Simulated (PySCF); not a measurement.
SMILES [SiH3]O/C=[CH]\[GeH3] (C2H8GeOSi) (GFN2-xTB optimised geometry):

```
13

Si     1.419    -2.204    -0.006
O      0.386    -0.939     0.000
C     -0.964    -0.939     0.000
C     -1.603     0.222     0.000
Ge    -0.484     1.806    -0.001
H      1.192    -3.034     1.180
H      2.679    -1.483     0.003
H      1.199    -3.017    -1.205
H     -1.447    -1.911     0.000
H     -2.679     0.247     0.000
H     -1.340     3.034    -0.007
H      0.387     1.857     1.210
H      0.396     1.850    -1.206
```

Method: PBE/def2-TZVP run with PySCF.

Q: What are the frontier orbital energies and the dipole moment?

A: HOMO-2 -7.81 eV, HOMO-1 -7.56 eV, HOMO -5.86 eV, LUMO -0.98 eV, LUMO+1 -0.94 eV; dipole moment 1.83 D.

On the same geometry PySCF 2.14.0 with PBE0/def2-TZVP gives HOMO-2 -9.14 eV, HOMO-1 -8.90 eV, HOMO -7.01 eV, LUMO -0.07 eV, LUMO+1 -0.01 eV; dipole moment 1.89 D.

Meta-Löwdin charges at PBE/def2-TZVP: Si1 0.71, O2 -0.53, C3 0.08, C4 -0.37, Ge5 0.31, H6 -0.10, H7 -0.08, H8 -0.10, H9 0.11, H10 0.14, H11 -0.06, H12 -0.05, H13 -0.05.
